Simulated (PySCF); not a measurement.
FHPb, neutral, multiplicity 1. Atoms are numbered in the order given.

```xyz
3

Pb     0.0240     0.2007     0.0000
H     -1.8392     0.3497     0.0000
F     -0.0147    -1.8679     0.0000
```

Coordinates come from a B3LYP-D3(BJ)/def2-TZVP optimisation. The def2 effective core potentials stand for the cores of Pb; spin–orbit coupling is left out.

Level of theory: PBE/def2-TZVPD (PySCF).

Symmetry labels are those of the subgroup Cs that the program uses (full group Cs).

Computed valence orbital energies around the gap with their symmetry:
| orbital | symmetry | energy (eV) |
|---|---|---|
| HOMO−7 | A" | -21.61 |
| HOMO−6 | A' | -21.36 |
| HOMO−5 | A' | -21.30 |
| HOMO−4 | A' | -12.97 |
| HOMO−3 | A' | -8.42 |
| HOMO−2 | A" | -8.16 |
| HOMO−1 | A' | -8.05 |
| HOMO | A' | -6.08 |
| LUMO | A" | -3.63 |
| LUMO+1 | A' | -1.63 |
| LUMO+2 | A' | -0.58 |
| LUMO+3 | A' | 0.46 |
